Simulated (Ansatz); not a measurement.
Reaction (redistribution): `F[SiH2][AlH][Cl]` + `BCOC` → `BC[O][AlH][Cl]` + `C[SiH2]F`

Gas-phase electronic energies from Ansatz, PBE0-D4/def2-TZVP geometries. CBS: MP2 limit from def2 TZ/QZ plus the TZ coupled-cluster correction, frozen cores. Functionals use def2-TZVPP. B3LYP here is the variant with VWN-RPA as its local correlation; programs differ in this. One conformer a species, not always the lowest.

| level | ΔE (kJ/mol) | difference from CCSD(T)/CBS |
| --- | --- | --- |
| PBE-D4 | -217.4 | 24.1 |
| r2SCAN-D4 | -240.6 | 0.9 |
| PBE0-D4 | -224.0 | 17.5 |
| B3LYP-D4 | -236.3 | 5.2 |
| ωB97X-V | -233.1 | 8.4 |
| ωB97M-V | -245.5 | -4.0 |
| B2PLYP | -241.7 | -0.2 |
| PBE | -214.9 | 26.6 |
| r2SCAN | -240.0 | 1.5 |
| B3LYP | -232.1 | 9.4 |
| MP2/def2-TZVPP | -254.7 | -13.2 |
| CCSD/def2-TZVPP | -239.3 | 2.2 |
| SCS-MP2/def2-QZVPP | -249.7 | -8.2 |
| HF/CBS(def2) | -239.0 | 2.5 |
| MP2/CBS(def2) | -257.3 | -15.8 |
| CCSD/CBS(def2) | -241.9 | -0.4 |
| CCSD(T)/CBS | -241.5 | 0 |

Largest T1 diagnostic among the species: 0.012.

The D4 term adds −4.2 kJ/mol with B3LYP and −2.2 kJ/mol with PBE0; it sums over pairs of atoms, weighted by their polarisabilities, and B3LYP, whose exchange is more repulsive, gets the larger term. From PBE to PBE0 (25 % exact exchange), in def2-TZVPP and without D4, ΔE moves by −7.0 kJ/mol.
